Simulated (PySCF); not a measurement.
Two species compared at the same levels of theory.

First species: C7H11P.
SMILES: `C(=C)[C@H]1P(C)[C@@H]1C=C`

Second species: C₃H₅FS.
SMILES: `FC1CSC1`

Levels: PBE0/def2-SVPD for dipole moment, HOMO energy, LUMO energy, HOMO–LUMO gap, static isotropic polarisability and electronic spatial extent ⟨r²⟩ about the centre of nuclear charge; TDDFT PBE0/def2-SVPD for lowest singlet excitation; TDA PBE0/def2-SVPD for lowest triplet excitation (Tamm–Dancoff); GFN2-xTB for rotational constant A and rotational constant C. Geometries: GFN2-xTB. Each structure is a single optimised conformer of the isolated species, non-relativistic unless stated. Electronic properties by PySCF.

The conformers computed, where there is a choice (atom-mapped SMILES and torsion angles):
- `[CH2:1]=[CH:2][C@@H:3]1[C@@H:4]([CH:5]=[CH2:6])[P:7]1[CH3:8]`: C1–C2–C3–C4 -151°, C3–C4–C5–C6 1°

(1) Which has the higher rotational constant C?

(2) Which has the higher S1 energy?

(3) Which of the two has the higher dipole moment, and by how much?

(4) Which of the two has the higher rotational constant A, and by how much?

(5) Which of the two has the higher static isotropic polarisability, and by how much?

(6) Which of the two has the higher ⟨r²⟩, and by how much?

(7) Which of the two has the higher HOMO–LUMO gap, and by how much?

(8) Which has the higher T1 energy?

Results:

(1) The second: 2.443 GHz against 1.009 GHz, a difference of 1.434 GHz.

(2) The first: 5.25 eV against 4.77 eV, a difference of 0.48 eV.

(3) The first: 1.03 D against 0.77 D, a difference of 0.26 D.

(4) The second: 9.712 GHz against 2.188 GHz, a difference of 7.524 GHz.

(5) The first: 112.3 au against 54.7 au, a difference of 57.6 au.

(6) The first: 1293 bohr² against 495 bohr², a difference of 798 bohr².

(7) The second: 6.52 eV against 6.23 eV, a difference of 0.29 eV.

(8) The second: 4.25 eV against 3.94 eV, a difference of 0.31 eV.

On the first: The dipole equals about 3.4 × 10⁻³⁰ C·m (1 D = 3.33564 × 10⁻³⁰ C·m). The vertical singlet–triplet gap S1 − T1 is 1.31 eV (TDDFT singlet less Tamm–Dancoff triplet; S1: HOMO→LUMO, weight 0.87; T1: HOMO−1→LUMO, weight 0.70).

On the second: No computed singlet falls in the visible range (750 to 380 nm, 1.65 to 3.26 eV); S1 lies 1.51 eV above its blue end. The 6 singlets span 4.77 to 7.39 eV, and their oscillator strengths add up to 0.11.
